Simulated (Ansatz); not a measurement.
Zn₆Te₆⁻, that is (ZnTe)6 ring with one electron more. Charge -1, multiplicity 2. Geometry PBE-D4/def2-SVP; atoms count from 1.

```xyz
12

Zn    2.069   -0.047    0.009
Te    2.102    2.421   -0.817
Zn   -0.311    1.580   -1.312
Te    1.735    0.001    2.815
Zn    0.388    1.606    1.271
Te   -1.987    2.534    0.748
Zn    0.309   -1.576    1.313
Te   -2.102   -2.421    0.817
Zn   -2.072    0.046   -0.013
Te   -1.732   -0.001   -2.815
Zn   -0.386   -1.607   -1.270
Te    1.988   -2.536   -0.747
```

In the def2 sets Te takes a core potential; there is no spin–orbit coupling. Single mean-field runs in def2-TZVP are fitted with def2-universal-jkfit.

(1) Estimate the Mulliken populations from the PBE0/def2-TZVP orbitals of Ansatz.

(2) Where does the spin sit?

(3) And the Mayer bond orders between heavy atoms (over 0.3)?

## Answers

(1) 
```json
{"atom": "Zn1", "charge (e)": "0.26", "spin (α − β)": "0.13", "d electrons": "10.11"}
{"atom": "Te2", "charge (e)": "-0.42", "spin (α − β)": "0.04", "d electrons": "–"}
{"atom": "Zn3", "charge (e)": "0.26", "spin (α − β)": "0.13", "d electrons": "10.11"}
{"atom": "Te4", "charge (e)": "-0.43", "spin (α − β)": "0.04", "d electrons": "–"}
{"atom": "Zn5", "charge (e)": "0.26", "spin (α − β)": "0.13", "d electrons": "10.11"}
{"atom": "Te6", "charge (e)": "-0.43", "spin (α − β)": "0.04", "d electrons": "–"}
{"atom": "Zn7", "charge (e)": "0.26", "spin (α − β)": "0.13", "d electrons": "10.11"}
{"atom": "Te8", "charge (e)": "-0.43", "spin (α − β)": "0.04", "d electrons": "–"}
{"atom": "Zn9", "charge (e)": "0.26", "spin (α − β)": "0.13", "d electrons": "10.11"}
{"atom": "Te10", "charge (e)": "-0.43", "spin (α − β)": "0.04", "d electrons": "–"}
{"atom": "Zn11", "charge (e)": "0.26", "spin (α − β)": "0.13", "d electrons": "10.11"}
{"atom": "Te12", "charge (e)": "-0.43", "spin (α − β)": "0.04", "d electrons": "–"}
```
Mulliken values depend strongly on the basis.

(2) Summed by element: Zn 0.77, Te 0.23, of 1 unpaired in all. Largest on single atoms: Zn1 0.13, Zn9 0.13, Zn7 0.13.

(3) Zn1–Te2 0.80 (2.60 Å); Zn1–Te4 0.46 (2.83 Å); Zn1–Te12 0.80 (2.60 Å); Te2–Zn3 0.80 (2.60 Å); Te2–Zn5 0.47 (2.82 Å); Zn3–Te6 0.46 (2.82 Å); Zn3–Te10 0.80 (2.60 Å); Te4–Zn5 0.80 (2.60 Å); Te4–Zn7 0.80 (2.60 Å); Zn5–Te6 0.80 (2.60 Å); Te6–Zn9 0.80 (2.60 Å); Zn7–Te8 0.80 (2.60 Å); Zn7–Te12 0.46 (2.82 Å); Te8–Zn9 0.80 (2.60 Å); Te8–Zn11 0.47 (2.82 Å); Zn9–Te10 0.46 (2.82 Å); Te10–Zn11 0.80 (2.60 Å); Zn11–Te12 0.80 (2.60 Å).
